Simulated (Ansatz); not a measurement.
Program: Ansatz. Geometries: PBE0-D4/def2-TZVP. ΔE: electronic, gas phase. CCSD(T)/CBS adds triple-zeta CCSD(T) − MP2 to the extrapolated MP2 energy (def2 sets, frozen cores). This one scheme is used for every species. DFT in def2-TZVPP. B3LYP here is the variant with VWN-RPA as its local correlation; programs differ in this. HSE06 is defined as in plane-wave codes. For Se outer-core shells are correlated without core-valence functions, which leaves a few kJ/mol of doubt a bond. Scalar relativity is left out up to krypton. Each species was taken in one conformer, which may not be the lowest.

`NB(O)[SeH]` + NH₃ → `NB(N)O` + H₂Se  (ligand exchange at a B–Se bond)

Problem. Is it downhill or uphill in electronic energy at CCSD(T)/CBS, and by how much? (Best estimate.)

Solution. The calculation gave: Downhill: ΔE = -6.7 kcal/mol.

Problem. What do these levels give: LDA (SPW92), BLYP-D4, revPBE, BLYP, B3LYP, r2SCANh, HSE06, MP2/def2-TZVPP, CCSD/def2-TZVPP, HF/def2-QZVPP, MP2/def2-QZVPP, HF/CBS(def2)? (An estimate is asked.)

Solution. Computed: LDA (SPW92) -8.6, BLYP-D4 -7.1, revPBE -5.8, BLYP -8.1, B3LYP -8.8, r2SCANh -7.5, HSE06 -7.2, MP2/def2-TZVPP -5.8, CCSD/def2-TZVPP -7.7, HF/def2-QZVPP -11.0, MP2/def2-QZVPP -5.8, HF/CBS(def2) -11.0 kcal/mol.

Problem. What do rigid-rotor, harmonic-oscillator terms from PBE0-D4/def2-TZVP frequencies (298.15 K, 1 bar) make of the CCSD(T)/CBS value? (Best estimate.)

Solution. The calculation gave: ΔZPE = -2.0 kcal/mol, ΔH = -8.5 kcal/mol, ΔS = 17 J/(mol·K), ΔG = -9.7 kcal/mol.

Largest T1 diagnostic among the species: 0.010.

At CCSD(T), def2-SVP lies −2.6 kcal/mol from the extrapolated value and def2-TZVPP −0.2 kcal/mol. From BLYP to BHLYP (50 % exact exchange), in def2-TZVPP and without D4, ΔE moves by −1.8 kcal/mol. Leaving LDA and LC-ωPBE aside and taking each functional with its dispersion term where it has one, the values, not all of them listed here, spread over 4.1 kcal/mol, from CAM-B3LYP-D4 to revPBE-D4. LDA lies −2.1 kcal/mol from PBE without D4.
